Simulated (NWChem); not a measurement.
System: boron monoxide dimer (B$_{2}$O$_{2}$); SMILES B(=O)B=O

NWChem input:

```
start job
memory heap 200 mb stack 900 mb global 1100 mb
geometry units angstroms noautoz
  O      0.000000     0.000000    -2.025435
  B      0.000000     0.000000    -0.826223
  B      0.000000     0.000000     0.826223
  O      0.000000     0.000000     2.025435
end
basis spherical
  O library def2-svpd
  B library def2-svpd
end
dft
  xc xpbe96 cpbe96
  iterations 150
end
task dft gradient
```

Parts of the log:

```
             Northwest Computational Chemistry Package (NWChem) 7.3.0
             --------------------------------------------------------

 ORDER OF PRIMARY AXIS IS BEING SET TO 4
 D4H symmetry detected

                             Geometry "geometry" -> ""
                             -------------------------

 Output coordinates in angstroms (scale by  1.889725989 to convert to a.u.)

  No.       Tag          Charge          X              Y              Z
 ---- ---------------- ---------- -------------- -------------- --------------
    1 O                    8.0000     0.00000000     0.00000000    -2.02543500
    2 B                    5.0000     0.00000000     0.00000000    -0.82622300
    3 B                    5.0000     0.00000000     0.00000000     0.82622300
    4 O                    8.0000     0.00000000     0.00000000     2.02543500

 Effective nuclear repulsion energy (a.u.)      66.5136065449

      Symmetry information
      --------------------

 Group name             D4h
 Group number             28
 Group order              16
 No. of unique centers     2

  pbe96 is a nonlocal functional; adding pw91lda local functional.

                                 NWChem DFT Module
                                 -----------------

 Summary of "ao basis" -> "ao basis" (spherical)
 ------------------------------------------------------------------------------
       Tag                 Description            Shells   Functions and Types
 ---------------- ------------------------------  ------  ---------------------
 O                         def2-svpd                 9       23   4s3p2d
 B                         def2-svpd                 8       20   4s2p2d

      Symmetry analysis of basis
      --------------------------

        a1g        17
        a1u         0
        a2g         0
        a2u        17
        b1g         4
        b1u         4
        b2g         4
        b2u         4
        eg         18
        eu         18

            General Information
            -------------------
          SCF calculation type: DFT
          Wavefunction type:  closed shell.
          No. of atoms     :     4
          No. of electrons :    26
           Alpha electrons :    13
            Beta electrons :    13
          Charge           :     0
          Spin multiplicity:     1
          Use of symmetry is: on ; symmetry adaption is: on
          Maximum number of iterations: 150
          AO basis - number of functions:    86
                     number of shells:    34
          Convergence on energy requested:  1.00D-06
          Convergence on density requested:  1.00D-05
          Convergence on gradient requested:  5.00D-04

              XC Information
              --------------
          PerdewBurkeErnzerhof Exchange Functional  1.000
            Perdew 1991 LDA Correlation Functional  1.000 local
           PerdewBurkeErnz. Correlation Functional  1.000 non-local

             Grid Information
             ----------------
          Grid used for XC integration:  medium
          Radial quadrature: Mura-Knowles
          Angular quadrature: Lebedev.
          Tag              B.-S. Rad. Rad. Pts. Rad. Cut. Ang. Pts.
          ---              ---------- --------- --------- ---------
          O                   0.60       49          12.0       434
          B                   0.85       49          11.0       434
          Grid pruning is: on
          Number of quadrature shells:    98
          Spatial weights used:  Erf1

      Superposition of Atomic Density Guess
      -------------------------------------

 Sum of atomic energies:        -198.39686344

      Non-variational initial energy
      ------------------------------

 Total energy =    -199.416505
 1-e energy   =    -401.532496
 2-e energy   =     135.602385
 HOMO         =      -0.548086
 LUMO         =      -0.044044

      Symmetry analysis of molecular orbitals - initial
      -------------------------------------------------

 !! scf_movecs_sym_adapt:   16 vectors were symmetry contaminated

  Symmetry fudging

 !! scf_movecs_sym_adapt:   16 vectors were symmetry contaminated

  Numbering of irreducible representations:

     1 a1g         2 a1u         3 a2g         4 a2u         5 b1g
     6 b1u         7 b2g         8 b2u         9 eg         10 eu

  Orbital symmetries:

     1 a2u         2 a1g         3 a1g         4 a2u         5 a1g
     6 a2u         7 a1g         8 a2u         9 eu         10 eu
    11 eg         12 eg         13 a1g        14 eu         15 eu
    16 a2u        17 a1g        18 a2u        19 eu         20 eu
    21 a1g        22 eg         23 eg

   convergence    iter        energy       DeltaE   RMS-Dens  Diis-err
 ---------------- ----- ----------------- --------- --------- ---------
 d= 0,ls=0.0,diis     1   -199.5806042657 -2.66D+02  5.44D-02  1.99D+00
 d= 0,ls=0.0,diis     2   -196.1889009430  3.39D+00  4.16D-02  3.05D+01
 d= 0,ls=0.0,diis     3   -199.8555321569 -3.67D+00  2.90D-03  1.09D-01
 d= 0,ls=0.0,diis     4   -199.8668293094 -1.13D-02  9.74D-04  5.70D-03
 d= 0,ls=0.0,diis     5   -199.8673866986 -5.57D-04  3.67D-04  3.71D-04
  Resetting Diis
 d= 0,ls=0.0,diis     6   -199.8674381043 -5.14D-05  5.40D-05  8.67D-06
 d= 0,ls=0.0,diis     7   -199.8674396408 -1.54D-06  1.02D-05  1.45D-07
 d= 0,ls=0.0,diis     8   -199.8674394879  1.53D-07  7.13D-06  1.65D-06

         Total DFT energy =     -199.867439487862
      One electron energy =     -404.157839927453
           Coulomb energy =      162.755387119950
    Exchange-Corr. energy =      -24.978593225260
 Nuclear repulsion energy =       66.513606544900

 Numeric. integr. density =       26.000001616207

                  Occupations of the irreducible representations
                  ----------------------------------------------

                     irrep           alpha         beta
                     --------     --------     --------
                     a1g               5.0          5.0
                     a1u               0.0          0.0
                     a2g               0.0          0.0
                     a2u               4.0          4.0
                     b1g               0.0          0.0
                     b1u               0.0          0.0
                     b2g               0.0          0.0
                     b2u               0.0          0.0
                     eg                2.0          2.0
                     eu                2.0          2.0

                       DFT Final Molecular Orbital Analysis
                       ------------------------------------

 Vector   11  Occ=2.000000D+00  E=-3.703840D-01  Symmetry=eu
              MO Center=  1.5D-14, -1.3D-14,  1.4D-13, r^2= 3.7D+00
   Bfn.  Coefficient  Atom+Function         Bfn.  Coefficient  Atom+Function
  ----- ------------  ---------------      ----- ------------  ---------------
     5      0.273099  1 O  px                68      0.273099  4 O  px
     6     -0.255464  1 O  py                69     -0.255464  4 O  py
    28     -0.188415  2 B  px                48     -0.188415  3 B  px
    29      0.176249  2 B  py                49      0.176249  3 B  py
     8      0.157337  1 O  px                71      0.157337  4 O  px

 Vector   12  Occ=2.000000D+00  E=-3.510484D-01  Symmetry=eg
              MO Center=  2.1D-16, -1.4D-17, -1.5D-13, r^2= 4.1D+00
   Bfn.  Coefficient  Atom+Function         Bfn.  Coefficient  Atom+Function
  ----- ------------  ---------------      ----- ------------  ---------------
     5      0.298272  1 O  px                68     -0.298272  4 O  px
     6     -0.289056  1 O  py                69      0.289056  4 O  py
     8      0.174698  1 O  px                71     -0.174698  4 O  px
     9     -0.169300  1 O  py                72      0.169300  4 O  py
    28     -0.145733  2 B  px                48      0.145733  3 B  px

 Vector   13  Occ=2.000000D+00  E=-3.510484D-01  Symmetry=eg
              MO Center= -6.4D-15, -6.6D-15, -1.1D-13, r^2= 4.1D+00
   Bfn.  Coefficient  Atom+Function         Bfn.  Coefficient  Atom+Function
  ----- ------------  ---------------      ----- ------------  ---------------
     6      0.298272  1 O  py                69     -0.298272  4 O  py
     5      0.289056  1 O  px                68     -0.289056  4 O  px
     9      0.174698  1 O  py                72     -0.174698  4 O  py
     8      0.169300  1 O  px                71     -0.169300  4 O  px
    29     -0.145733  2 B  py                49      0.145733  3 B  py

 Vector   14  Occ=0.000000D+00  E=-1.257608D-01  Symmetry=eu
              MO Center= -6.8D-16, -5.4D-17, -3.9D-15, r^2= 2.9D+00
   Bfn.  Coefficient  Atom+Function         Bfn.  Coefficient  Atom+Function
  ----- ------------  ---------------      ----- ------------  ---------------
    28      0.332881  2 B  px                48      0.332881  3 B  px
     5      0.269529  1 O  px                68      0.269529  4 O  px
     8      0.208137  1 O  px                71      0.208137  4 O  px
    31     -0.188705  2 B  px                51     -0.188705  3 B  px
    29     -0.134933  2 B  py                49     -0.134933  3 B  py

 Vector   15  Occ=0.000000D+00  E=-1.257608D-01  Symmetry=eu
              MO Center=  7.0D-15,  1.2D-14, -1.7D-14, r^2= 2.9D+00
   Bfn.  Coefficient  Atom+Function         Bfn.  Coefficient  Atom+Function
  ----- ------------  ---------------      ----- ------------  ---------------
    29      0.332881  2 B  py                49      0.332881  3 B  py
     6      0.269529  1 O  py                69      0.269529  4 O  py
     9      0.208137  1 O  py                72      0.208137  4 O  py
    32     -0.188705  2 B  py                52     -0.188705  3 B  py
    28      0.134933  2 B  px                48      0.134933  3 B  px

 Vector   16  Occ=0.000000D+00  E=-1.344106D-02  Symmetry=a1g
              MO Center= -3.7D-15,  2.9D-15,  2.1D-15, r^2= 1.0D+01
   Bfn.  Coefficient  Atom+Function         Bfn.  Coefficient  Atom+Function
  ----- ------------  ---------------      ----- ------------  ---------------
     4      2.462710  1 O  s                 67      2.462710  4 O  s
    27     -2.312648  2 B  s                 47     -2.312648  3 B  s
    41     -0.689615  2 B  d  0              61     -0.689615  3 B  d  0
    33      0.559682  2 B  pz                53     -0.559682  3 B  pz
    25      0.266122  2 B  s                 45      0.266122  3 B  s

     Multipole analysis of the density
     ---------------------------------

     L   x y z        total         alpha         beta         nuclear
     -   - - -        -----         -----         ----         -------
     0   0 0 0     -0.000000    -13.000000    -13.000000     26.000000

     1   1 0 0     -0.000000     -0.000000     -0.000000      0.000000
     1   0 1 0      0.000000      0.000000      0.000000      0.000000
     1   0 0 1     -0.000000     -0.000000     -0.000000     -0.000000

     2   2 0 0    -15.001441     -7.500720     -7.500720      0.000000
     2   1 1 0     -0.000000     -0.000000     -0.000000      0.000000
     2   1 0 1     -0.000000     -0.000000     -0.000000      0.000000
     2   0 2 0    -15.001441     -7.500720     -7.500720      0.000000
     2   0 1 1     -0.000000     -0.000000     -0.000000      0.000000
     2   0 0 2    -24.606004   -141.690939   -141.690939    258.775874

            General Information
            -------------------
          SCF calculation type: DFT
          Wavefunction type:  closed shell.
          No. of atoms     :     4
          No. of electrons :    26
           Alpha electrons :    13
            Beta electrons :    13
          Charge           :     0
          Spin multiplicity:     1
          Use of symmetry is: on ; symmetry adaption is: on
          Maximum number of iterations: 150
          AO basis - number of functions:    86
                     number of shells:    34
          Convergence on energy requested:  1.00D-06
          Convergence on density requested:  1.00D-05
          Convergence on gradient requested:  5.00D-04

              XC Information
              --------------
          PerdewBurkeErnzerhof Exchange Functional  1.000
            Perdew 1991 LDA Correlation Functional  1.000 local
           PerdewBurkeErnz. Correlation Functional  1.000 non-local

             Grid Information
             ----------------
          Grid used for XC integration:  medium
          Radial quadrature: Mura-Knowles
          Angular quadrature: Lebedev.
          Tag              B.-S. Rad. Rad. Pts. Rad. Cut. Ang. Pts.
          ---              ---------- --------- --------- ---------
          O                   0.60       49          12.0       434
          B                   0.85       49          11.0       434
          Grid pruning is: on
          Number of quadrature shells:    98
          Spatial weights used:  Erf1

          Convergence Information
          -----------------------
          Convergence aids based upon iterative change in
          total energy or number of iterations.
          Levelshifting, if invoked, occurs when the
          HOMO/LUMO gap drops below (HL_TOL):  1.00D-02
          DIIS, if invoked, will attempt to extrapolate
          using up to (NFOCK): 10 stored Fock matrices.

                    Damping( 0%)  Levelshifting(0.5)       DIIS
                  --------------- ------------------- ---------------
          dE  on:    start            ASAP                start
          dE off:    2 iters        150 iters           150 iters

                            NWChem DFT Gradient Module
                            --------------------------

  charge          =   0.00
  wavefunction    = closed shell

  Using symmetry

                         DFT ENERGY GRADIENTS

    atom               coordinates                        gradient
                 x          y          z           x          y          z
   1 O       0.000000   0.000000  -3.827517    0.000000   0.000000   0.023529
   2 B       0.000000   0.000000  -1.561335    0.000000   0.000000  -0.025340
   3 B       0.000000   0.000000   1.561335   -0.000000   0.000000   0.025340
   4 O       0.000000   0.000000   3.827517    0.000000   0.000000  -0.023529
```

Level: PBE/def2-SVPD. Geometry: optimised at PBE0/def2-SVP.
